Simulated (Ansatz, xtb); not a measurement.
# C9H10: which of two isomers lies lower

We compare a, `c1ccc(C2CC2)cc1`, a singlet, with b, `C[C@@H]1C=C2C=CC=C2C1`, a singlet. Both are isolated molecules in the gas phase, relaxed with B3LYP-D3(BJ)/def2-SVP; the shapes shown needn't be the lowest conformers.

a (Å):

| atom | x (Å) | y (Å) | z (Å) |
| --- | --- | --- | --- |
| C | -2.1254 | 1.1005 | -3.0210 |
| C | -1.6892 | 2.0590 | -2.1012 |
| C | -0.8870 | 1.6875 | -1.0214 |
| C | -0.5009 | 0.3488 | -0.8342 |
| C | 0.3549 | -0.0823 | 0.3079 |
| C | 0.2355 | 0.5652 | 1.6728 |
| C | 1.4615 | 0.8035 | 0.8440 |
| C | -0.9464 | -0.6021 | -1.7657 |
| C | -1.7495 | -0.2333 | -2.8475 |
| H | -2.7534 | 1.3924 | -3.8660 |
| H | -1.9762 | 3.1063 | -2.2254 |
| H | -0.5590 | 2.4552 | -0.3162 |
| H | 0.5656 | -1.1557 | 0.3111 |
| H | -0.4886 | 1.3783 | 1.7769 |
| H | 0.3145 | -0.0802 | 2.5520 |
| H | 2.3978 | 0.3246 | 1.1436 |
| H | 1.5890 | 1.7820 | 0.3724 |
| H | -0.6573 | -1.6488 | -1.6381 |
| H | -2.0828 | -0.9938 | -3.5583 |

b (Å):

```yaml
atoms:
  - { symbol: C, position_ang: [-2.5420, 2.3286, -0.4153] }
  - { symbol: C, position_ang: [-1.3151, 1.5761, 0.1145] }
  - { symbol: C, position_ang: [-0.0492, 1.8889, -0.6593] }
  - { symbol: C, position_ang: [0.5485, 0.7686, -1.1202] }
  - { symbol: C, position_ang: [1.7115, 0.3074, -1.8646] }
  - { symbol: C, position_ang: [1.6239, -1.0584, -1.8923] }
  - { symbol: C, position_ang: [0.4152, -1.5209, -1.1788] }
  - { symbol: C, position_ang: [-0.2308, -0.4173, -0.7196] }
  - { symbol: C, position_ang: [-1.4495, 0.0161, 0.0411] }
  - { symbol: H, position_ang: [-2.7428, 2.0548, -1.4639] }
  - { symbol: H, position_ang: [-2.3930, 3.4195, -0.3721] }
  - { symbol: H, position_ang: [-3.4376, 2.0878, 0.1789] }
  - { symbol: H, position_ang: [-1.1616, 1.8849, 1.1666] }
  - { symbol: H, position_ang: [0.3027, 2.9149, -0.8005] }
  - { symbol: H, position_ang: [2.4926, 0.9253, -2.3040] }
  - { symbol: H, position_ang: [2.3407, -1.7279, -2.3723] }
  - { symbol: H, position_ang: [0.1257, -2.5661, -1.0654] }
  - { symbol: H, position_ang: [-2.3811, -0.2664, -0.4788] }
  - { symbol: H, position_ang: [-1.5064, -0.4327, 1.0467] }
```

Energies in hartree; the thermal terms are from GFN2-xTB frequencies at re-optimised GFN2-xTB minima (ideal gas, soft modes damped towards free rotors, one conformer each, 298.15 K, 1 atm) and include the zero-point energy:

|  | a | b |
| --- | --- | --- |
| E, PBE0-D4/def2-TZVP | −348.663664 | −348.641764 |
| zero-point energy | 0.159237 | 0.158694 |
| H(298 K) − E | 0.167771 | 0.167353 |
| G(298 K) − E | 0.127065 | 0.126617 |

Work out ΔE, ΔE₀, ΔH and ΔG for a → b in kJ/mol (1 Eh = 2625.50 kJ/mol) and the equilibrium ratio [b]/[a].

1. ΔE = −348.641764 − (−348.663664) = +0.021900 Eh = +57.50 kJ/mol.
2. ΔE₀ = ΔE + ΔZPE = +0.021900 + (−0.000543) Eh = +56.07 kJ/mol.
3. ΔH = ΔE + (−0.000418) Eh = +56.40 kJ/mol.
4. ΔG = ΔE + (−0.000448) Eh = +56.32 kJ/mol, so ΔS = (ΔH − ΔG)/T = +0.3 J/(mol K).
5. kT = 0.9442 mEh, so K = [b]/[a] = exp(−ΔG/kT) = exp(−22.72) ≈ 1.4 × 10^−10.

Structure a is favoured at this temperature. An error of 4 kJ/mol in ΔG would change K by a factor of 5. Mirror images and further conformers aren't counted.

As drawn, b has 3 C–C, 3 C=C in place of 6 C∷C (∷ is an aromatic bond). Structure a has a 3-membered ring and a 6-membered ring (with an aromatic ring), b 2 5-membered rings.

Other levels gave ΔE = +40.1 (GFN2-xTB); +23.6 (HF/STO-3G, GFN2-xTB geometries); +65.6 (r2SCAN-D4/def2-SVP, GFN2-xTB geometries); +65.6 (B3LYP-D3(BJ)/def2-SVP) kJ/mol. Programs: Ansatz 0.2.0, xtb 6.7.1.
